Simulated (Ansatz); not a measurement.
Born–Oppenheimer molecular dynamics of C3H7Si (11 atoms, charge 1, multiplicity 1). It goes on from the last frame of an earlier run, with new velocities.

All numbers below come from UHF/STO-3G (Ansatz 0.2.0).

```
ensemble        : NVT, Langevin thermostat
time step       : 1 fs
steps asked     : 100
set temperature : 2000 K
friction        : 0.05 /fs
seed            : 962912
```

Frames 2 fs apart, positions in Å, forces in eV/Å.

Velocities at 0.0 fs (Å/ps):

```
C 12.95 -4.50 -9.97
Si -3.10 -2.27 1.20
C -18.95 12.20 1.19
C 0.59 -0.85 12.00
H 47.03 -15.38 23.49
H 8.12 14.33 -65.43
H -44.80 -9.07 -44.41
H 25.82 -47.22 -25.70
H 73.59 -26.45 72.72
H 76.07 5.53 -23.23
H -35.00 59.79 -9.30
```

```xyz
11
Properties=species:S:1:pos:R:3:forces:R:3 time_fs=0.0 energy_less_start_eV=0.000 T=1818
C -1.253 1.395 -0.627 -0.24 1.00 -0.67
Si 0.180 0.869 0.292 1.48 -0.93 0.85
C 0.387 -0.847 1.041 -2.81 0.14 -3.38
C 0.666 -1.200 -0.465 -2.74 -0.02 1.71
H -2.146 0.830 -0.896 0.40 -0.11 0.34
H -1.200 2.407 -1.053 -0.22 -0.58 0.23
H 1.380 1.713 0.293 -0.93 -0.55 -0.17
H -0.562 -1.296 1.423 1.28 0.42 -0.47
H 1.222 -1.017 1.653 1.48 0.03 1.23
H 1.651 -1.212 -0.855 1.40 -0.02 -0.39
H -0.142 -1.655 -1.086 0.91 0.63 0.73
11
Properties=species:S:1:pos:R:3:forces:R:3 time_fs=2.0 energy_less_start_eV=1.193 T=1624
C -1.223 1.387 -0.646 0.69 3.11 -1.20
Si 0.171 0.859 0.288 0.55 -1.05 0.93
C 0.348 -0.822 1.048 4.48 -2.30 1.39
C 0.664 -1.207 -0.453 2.44 0.43 -1.01
H -2.036 0.770 -0.874 -1.61 -1.12 -0.35
H -1.212 2.398 -1.165 -0.05 -1.92 1.07
H 1.287 1.715 0.232 0.61 0.20 0.07
H -0.528 -1.391 1.401 0.25 0.81 -0.14
H 1.351 -1.057 1.830 -4.58 1.49 -3.67
H 1.809 -1.207 -0.905 -4.44 -0.06 1.77
H -0.193 -1.535 -1.128 1.66 0.41 1.15
11
Properties=species:S:1:pos:R:3:forces:R:3 time_fs=4.0 energy_less_start_eV=1.767 T=1404
C -1.200 1.391 -0.661 -2.22 -1.10 -1.22
Si 0.160 0.846 0.274 0.75 -0.52 1.21
C 0.318 -0.819 1.048 5.37 -2.21 2.25
C 0.683 -1.211 -0.443 3.02 1.02 -1.73
H -1.994 0.700 -0.948 0.09 0.20 0.31
H -1.257 2.305 -1.216 0.36 0.75 0.02
H 1.222 1.755 0.191 1.00 0.15 0.28
H -0.527 -1.423 1.406 -0.15 0.84 -0.24
H 1.320 -1.012 1.909 -4.77 1.25 -4.45
H 1.858 -1.182 -0.918 -5.04 -0.20 2.23
H -0.168 -1.357 -1.188 1.60 -0.20 1.35
11
Properties=species:S:1:pos:R:3:forces:R:3 time_fs=6.0 energy_less_start_eV=0.907 T=2057
C -1.171 1.393 -0.671 -5.43 -4.67 -2.19
Si 0.156 0.831 0.260 1.93 0.54 1.78
C 0.302 -0.833 1.048 3.55 -0.28 -0.01
C 0.716 -1.212 -0.428 0.78 1.23 0.04
H -1.992 0.630 -1.031 2.26 1.91 1.60
H -1.299 2.205 -1.305 0.67 2.57 -0.77
H 1.206 1.813 0.204 0.31 -0.72 0.41
H -0.518 -1.419 1.412 -1.19 0.16 -0.15
H 1.141 -0.916 1.843 -1.65 0.29 -2.33
H 1.763 -1.167 -0.853 -1.38 -0.23 1.19
H -0.065 -1.167 -1.203 0.16 -0.81 0.44
11
Properties=species:S:1:pos:R:3:forces:R:3 time_fs=8.0 energy_less_start_eV=2.065 T=1323
C -1.168 1.378 -0.686 -4.98 -1.61 -4.31
Si 0.161 0.812 0.250 1.31 0.90 1.93
C 0.296 -0.854 1.033 -4.12 0.36 -6.78
C 0.763 -1.214 -0.415 -8.59 0.77 3.86
H -1.943 0.632 -1.074 1.37 0.99 1.59
H -1.303 2.187 -1.426 1.24 0.35 1.37
H 1.182 1.824 0.252 0.42 -0.74 0.39
H -0.524 -1.452 1.395 -1.19 0.35 -0.74
H 0.908 -0.859 1.776 6.21 -0.24 5.25
H 1.635 -1.183 -0.792 9.02 -0.08 -2.47
H 0.043 -1.004 -1.197 -0.70 -1.05 -0.10
11
Properties=species:S:1:pos:R:3:forces:R:3 time_fs=10.0 energy_less_start_eV=1.136 T=1779
C -1.177 1.368 -0.704 -1.62 1.92 -3.73
Si 0.177 0.788 0.239 0.06 1.57 1.30
C 0.279 -0.875 0.993 -0.52 -0.05 -0.17
C 0.796 -1.208 -0.396 -0.17 0.71 -1.14
H -1.864 0.669 -1.109 -1.06 -1.25 0.32
H -1.269 2.243 -1.444 1.12 -1.17 2.45
H 1.165 1.817 0.312 0.64 -0.59 0.36
H -0.559 -1.495 1.306 -0.80 0.67 -0.78
H 0.891 -0.866 1.856 1.97 -0.38 0.41
H 1.783 -1.266 -0.825 1.06 -0.32 1.05
H 0.129 -0.924 -1.212 -0.69 -1.12 -0.08
11
Properties=species:S:1:pos:R:3:forces:R:3 time_fs=12.0 energy_less_start_eV=1.674 T=1352
C -1.190 1.365 -0.728 1.36 2.33 -0.95
Si 0.192 0.771 0.226 -0.23 3.11 0.53
C 0.258 -0.870 0.954 1.65 -1.63 6.19
C 0.831 -1.194 -0.384 4.96 -0.34 -3.34
H -1.802 0.662 -1.145 -2.49 -2.44 -0.97
H -1.207 2.272 -1.371 0.46 -0.54 1.33
H 1.195 1.807 0.366 0.13 -0.96 0.22
H -0.646 -1.499 1.218 0.96 1.51 -0.78
H 0.964 -0.857 1.959 -2.13 -0.58 -4.29
H 1.966 -1.366 -0.829 -3.99 0.56 2.69
H 0.182 -0.943 -1.213 -0.67 -1.03 -0.64
11
Properties=species:S:1:pos:R:3:forces:R:3 time_fs=14.0 energy_less_start_eV=1.166 T=1469
C -1.196 1.361 -0.746 0.33 -2.17 -0.06
Si 0.201 0.759 0.209 0.24 4.14 0.34
C 0.234 -0.865 0.929 2.08 -1.82 5.35
C 0.874 -1.165 -0.381 4.52 -0.89 -2.83
H -1.809 0.593 -1.190 -0.65 0.12 -0.04
H -1.171 2.273 -1.274 -0.01 1.44 -0.43
H 1.222 1.799 0.421 -0.42 -1.33 0.03
H -0.702 -1.441 1.095 0.68 0.83 -0.18
H 0.941 -0.888 1.904 -2.31 -0.47 -3.54
H 2.014 -1.444 -0.733 -4.08 1.14 2.10
H 0.220 -1.014 -1.228 -0.37 -1.00 -0.73
11
Properties=species:S:1:pos:R:3:forces:R:3 time_fs=16.0 energy_less_start_eV=0.443 T=1803
C -1.200 1.358 -0.759 0.23 -3.05 -0.12
Si 0.213 0.750 0.187 0.03 3.84 0.43
C 0.218 -0.870 0.918 -0.45 -0.53 -2.16
C 0.912 -1.135 -0.396 0.34 -0.67 -1.88
H -1.821 0.569 -1.216 -0.04 1.04 0.24
H -1.174 2.308 -1.213 -0.22 1.41 -0.57
H 1.188 1.777 0.519 -0.11 -0.92 -0.14
H -0.741 -1.344 0.962 -0.51 -0.42 0.41
H 0.838 -0.940 1.734 1.52 -0.77 2.60
H 1.960 -1.491 -0.612 -1.34 0.84 0.88
H 0.240 -1.129 -1.273 0.56 -0.76 0.31
11
Properties=species:S:1:pos:R:3:forces:R:3 time_fs=18.0 energy_less_start_eV=1.106 T=2002
C -1.207 1.338 -0.776 2.33 2.13 0.18
Si 0.230 0.757 0.158 -0.99 1.79 0.42
C 0.200 -0.867 0.904 -4.07 0.58 -8.20
C 0.949 -1.119 -0.417 -5.83 0.38 -1.35
H -1.813 0.612 -1.224 -1.58 -0.95 -1.00
H -1.186 2.388 -1.160 -0.46 -1.47 0.43
H 1.137 1.693 0.647 1.06 0.62 0.05
H -0.810 -1.252 0.832 0.30 -0.71 0.93
H 0.817 -0.993 1.618 4.54 -1.56 7.29
H 1.894 -1.534 -0.492 2.87 -0.60 -0.06
H 0.241 -1.243 -1.303 1.83 -0.21 1.32
11
Properties=species:S:1:pos:R:3:forces:R:3 time_fs=20.0 energy_less_start_eV=0.944 T=1749
C -1.216 1.316 -0.794 1.58 1.35 -0.06
Si 0.236 0.763 0.128 0.00 1.73 1.26
C 0.183 -0.863 0.874 2.68 -1.12 -0.74
C 0.969 -1.117 -0.445 -3.25 0.08 1.89
H -1.865 0.615 -1.286 -0.49 0.01 -0.30
H -1.211 2.395 -1.046 -0.66 -1.12 -0.04
H 1.134 1.647 0.784 0.40 0.39 -0.62
H -0.866 -1.171 0.743 0.93 -1.08 1.28
H 0.967 -1.078 1.687 -3.16 0.34 -0.87
H 1.904 -1.597 -0.343 1.78 -0.06 -0.48
H 0.318 -1.324 -1.266 0.19 -0.51 -1.32
11
Properties=species:S:1:pos:R:3:forces:R:3 time_fs=22.0 energy_less_start_eV=1.793 T=1566
C -1.226 1.279 -0.802 -0.08 -1.11 -0.99
Si 0.233 0.763 0.102 1.76 2.00 2.71
C 0.180 -0.852 0.851 4.26 -1.48 0.12
C 0.981 -1.125 -0.483 0.24 -1.24 4.14
H -1.901 0.563 -1.361 1.08 1.51 0.94
H -1.263 2.345 -0.928 -0.88 0.40 -0.55
H 1.189 1.575 0.902 -0.78 -0.14 -1.80
H -0.855 -1.137 0.703 0.21 -1.56 1.32
H 1.027 -1.110 1.700 -4.67 0.93 -2.35
H 1.931 -1.661 -0.209 -0.74 1.32 -1.61
H 0.394 -1.406 -1.309 -0.40 -0.64 -1.93
```

Of the whole run (100 fs, mean temperature of the second half 1958 K): A run of 0.1 ps of so small a system gives no equilibrium averages. Limits of this set-up: minimal basis, the dipole of an ion depends on the origin.

Run time: 50 s on 1 CPU thread of a shared host.
